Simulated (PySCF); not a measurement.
## TDDFT excited states: C5H6BrN3O

Compound: C5H6BrN3O.
Bonds: C1–C2, C2–O3 (double), C2–C4, C4–N5 (aromatic), N5–N6 (aromatic), N6–C7, N6–N8 (aromatic), N8–C9 (aromatic), C9–Br10, C4–C9 (aromatic). Hydrogens: H11, H12, H13 on C1; H14, H15, H16 on C7.

Level of theory: TDDFT PBE0/def2-SVPD, vertical, gas phase, core orbitals frozen in the response in PySCF. One conformer (not necessarily the lowest) at the PBE0-D3(BJ)/def2-SVP geometry, without solvent, vibrations or thermal averaging. The PBE0/def2-SVPD calculation is non-relativistic and has no spin–orbit coupling, an omission that weighs most on bromine. Torsions of this conformer, `[CH3:1][C:2](=[O:3])[c:4]1[n:5][n:6]([CH3:7])[n:8][c:9]1[Br:10]`: C1–C2–C4–N5 0°.

**Question.** Predict the UV-vis stick spectrum at this level.

**Answer.** 

| state | E (eV) | λ (nm) | ν̃ (cm⁻¹) | f | \|μ\| (D) | main configurations (H = HOMO, L = LUMO) |
| --- | --- | --- | --- | --- | --- | --- |
| S1 | 3.90 | 317.8 | 31460 | 0.0001 | 0.10 | H→L (92%) |
| S2 | 5.09 | 243.7 | 41040 | 0.122 | 2.52 | H-1→L (97%) |
| S3 | 5.65 | 219.6 | 45530 | 0.0012 | 0.24 | H-2→L (61%), H→L+1 (26%) |
| S4 | 5.73 | 216.3 | 46230 | 0.0000 | 0.04 | H→L+1 (70%), H-2→L (26%) |
| S5 | 5.94 | 208.6 | 47950 | 0.074 | 1.81 | H-1→L+1 (77%), H-3→L (20%) |
| S6 | 6.13 | 202.4 | 49410 | 0.0002 | 0.10 | H-4→L (78%) |
| S7 | 6.17 | 200.8 | 49790 | 0.0007 | 0.17 | H-1→L+2 (95%) |
| S8 | 6.39 | 194.0 | 51540 | 0.072 | 1.73 | H→L+2 (69%), H-3→L (15%) |
| S9 | 6.47 | 191.5 | 52210 | 0.283 | 3.39 | H-3→L (59%), H→L+2 (21%), H-1→L+1 (12%) |
| S10 | 6.64 | 186.8 | 53540 | 0.0000 | 0.03 | H-2→L+1 (85%), H-4→L (10%) |

Triplets, Tamm–Dancoff:

```
state  E (eV)  λ (nm)  main configurations (H = HOMO, L = LUMO)
   T1    3.36   369.2                                 H→L (88%)
   T2    4.08   304.2                  H-1→L (82%), H-3→L (13%)
   T3    4.64   267.0                H-1→L+1 (62%), H-3→L (16%)
   T4    5.02   247.2   H-3→L (48%), H-1→L+1 (28%), H-1→L (11%)
```

The lowest singlet lies at 3.90 eV (318 nm, ultraviolet) and is dark (f under 0.0005); its leading configuration is HOMO→LUMO (92%). The strongest level in the table is S9 at 6.47 eV (192 nm, f = 0.283). Löwdin shares by element: HOMO oxygen 55%, carbon 19% or more, bromine 14%; LUMO carbon 33% or more, oxygen 23%, nitrogen 19% or more (atoms not listed hold the other 25%). Weighted by f, the mean energy of these states is 6.08 eV. The oscillator strengths of these states sum to 0.553; summed over the whole spectrum of an exact calculation they would give the number of electrons, 100 (Thomas–Reiche–Kuhn). Orbital energies (eV): HOMO-3 -8.79, HOMO-2 -8.58, HOMO-1 -7.57, HOMO -7.51, LUMO -1.65, LUMO+1 -0.64, LUMO+2 0.05. All these states lie below the vertical ionisation energy of 9.29 eV (ΔSCF). The window holds the lowest 10 singlets.
